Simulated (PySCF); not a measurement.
**Unknowns**

Method: GFN2-xTB structure, shieldings: GIAO PBE0/pcSseg-1, B3LYP/pcJ-1 coupling constants (spin–dipole term left out of most H,H and C,H couplings), in PySCF 2.14.0 with density-fitted response routines (relativity neglected, one computed conformer, averaged over atoms made equivalent by symmetry, fast rotation or ring inversion, in vacuum).

References, each an isolated molecule treated in the same way: 1H (31.72 ppm), 13C (186.93 ppm) against TMS. Multiplet labels drop J under 1 Hz and among equivalent protons, and merge close values. Unscaled 3J(H,H) run several per cent high. Where no couplings were computed, multiplicities follow the n + 1 count of equivalent neighbours, and m marks all less simple cases (inequivalent or close neighbours, rings, F or P nearby). One-bond C–F couplings are unscaled and too large by tens of Hz. Shifts are as computed. Against solution values, carbons near 30 ppm lie about +3 ppm off and those near 130 ppm about +5 ppm (rms about the fit 2.1 ppm; single classes can miss by 10 ppm). Of 1328 compounds with measured shifts, 309 miss one by over three times the rms of a fit or turn the order of signals round; such compounds aren't used in these exercises. Signals without a measured value on file couldn't be tested in this way; 1H shifts scatter by 0.2 ppm about their fit, and single ones miss by 0.5 ppm.

Problem. C6H6O3. 1H NMR (400 MHz, computed): δ 7.58 (d, 1H), 5.92 (d, 1H), 5.30 (s, 1H), 3.91 (s, 3H). 13C{1H} NMR (computed): δ 176.5 (C), 165.0 (C), 159.7 (CH), 107.8 (CH), 94.4 (CH), 56.2 (CH3). What is it?

Solution. SMILES COC1=CC(=O)OC=C1. Rings plus π bonds: 4 (1 ring in the answer). 6 carbon signals for 6 carbons: no two carbons are equivalent. Carbon types of the structure: 2 × C, 3 × CH, 1 × CH3, which accounts for all hydrogens. δC 176.5: unsaturated ring carbon. δC 165.0: ring carbonyl carbon. δC 159.7, 107.8, 94.4: unsaturated ring CH. δH 3.91: hydrogen on a methyl carbon bonded to O; its carbon carries O, which withdraws density.

This is the structure that produced the data.

Problem. C3H5F3O. 1H NMR (300 MHz, computed): δ 4.25 (q, J = 7.6 Hz, 2H), 1.47 (t, J = 7.6 Hz, 3H). 13C{1H} NMR (computed): δ 130.7 (C, q, J = 325.0 Hz), 67.4 (CH2, q, J = 2.7 Hz), 16.3 (CH3). Give a structure.

Solution. SMILES FC(OCC)(F)F. The formula gives 0 degrees of unsaturation. 3 carbon signals for 3 carbons: no two carbons are equivalent. Carbon types of the structure: 1 × C, 1 × CH2, 1 × CH3, which accounts for all hydrogens. δC 130.7: CF3 carbon; 4 electronegative neighbours deshield it. δC 67.4: sp3 CH2 bonded to O; pulled downfield by the heteroatom. δC 16.3: methyl carbon; a saturated carbon with 1 carbon neighbour and no heteroatom attached. δH 4.25: hydrogen on an sp3 CH2 bonded to O; its carbon carries O, which withdraws density. The protons at 1.47 and 4.25 share a coupling of 7.6 Hz (vicinal).

The data come from this structure; uniqueness wasn't tested.

Problem. C6H3NO2. 1H NMR (400 MHz, computed): δ 8.18 (s, 1H), 7.48 (d, 1H), 6.51 (d, 1H). 13C{1H} NMR (computed): δ 170.8 (CH), 161.0 (C), 150.1 (CH), 123.6 (CH), 119.2 (C), 99.1 (C). Identify the compound.

Solution. `N#Cc1ccc(=O)oc1`. Rings plus π bonds: 6 (1 ring in the answer). 6 carbon signals for 6 carbons: no two carbons are equivalent. Carbon types of the structure: 3 × C, 3 × CH, which accounts for all hydrogens. δC 170.8, 150.1, 123.6: unsaturated ring CH. δC 161.0: ring carbonyl carbon. δC 119.2: nitrile carbon; C≡N carbons fall here, among the sp2 signals but without a proton. δC 99.1: unsaturated ring carbon.

The data come from this structure; uniqueness wasn't tested.
